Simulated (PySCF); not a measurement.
Multinuclear NMR of C$_{7}$H$_{10}$FNSi

Atom-mapped SMILES (the numbers label the heavy atoms): `[CH3:1][CH:2]([CH3:3])[C@:4]1([F:5])[SiH2:6][CH:7]=[C:8]1[C:9]#[N:10]`; H(Xn) means a hydrogen on atom n. Ha(Si6) is pro-R; Hb(Si6) is pro-S.

[PySCF 2.14: shieldings: GIAO PBE0/pcSseg-1; structure optimised with GFN2-xTB; no solvent; equivalent nuclei averaged; one conformer; non-relativistic Hamiltonian]

(1) What are the ¹⁹F shifts?

(2) Predict the ²⁹Si NMR data.

(3) What are the ¹⁵N shifts?

## Answers

(1) 
| atoms | environment | σ (ppm) | δ (ppm) |
| --- | --- | --- | --- |
| F5 | fluorine on an sp3 carbon | 347.9 | -153.3 |

Shieldings were converted by a linear fit to measured shifts: ¹⁹F (scatter 6.0 ppm rms, 7.0 ppm with the 5 outliers that the fit left out vs CFCl3, solution or neat liquid, with a term for F on sp3 carbon). A few per cent of atoms miss by over 2 rms, more outside the fitted compound classes.

On a 300 MHz spectrometer ¹⁹F resonates near 282.3 MHz, so 1 ppm is 282.3 Hz.

(2) 
```json
{"atoms": "Si6", "environment": "silicon bonded to 2 C, 2 H, in a 4-membered ring", "σ (ppm)": "386.6", "δ (ppm)": "-37.8"}
```

Shieldings were converted by a linear fit to measured shifts: ²⁹Si: δ = 279.94 − 0.822σ (rms 8.9 ppm, 72 shifts, 25.8 ppm with the 6 outliers that the fit left out vs TMS, solution or neat liquid). Occasional misses reach two or three times the rms, and more in compound classes unlike the fitted ones.

On a 300 MHz spectrometer ²⁹Si resonates near 59.6 MHz, so 1 ppm is 59.6 Hz.

(3) 
| atoms | environment | σ (ppm) | δ (ppm) |
| --- | --- | --- | --- |
| N10 | nitrile nitrogen | -63.4 | -89.6 |

Shieldings were converted by a linear fit to measured shifts: ¹⁵N: δ = -148.07 − 0.921σ (rms 6.3 ppm, 71 shifts vs CH3NO2, solution or neat liquid). A few per cent of atoms miss by over 2 rms, more outside the fitted compound classes.

On a 600 MHz spectrometer ¹⁵N resonates near 60.8 MHz, so 1 ppm is 60.8 Hz.
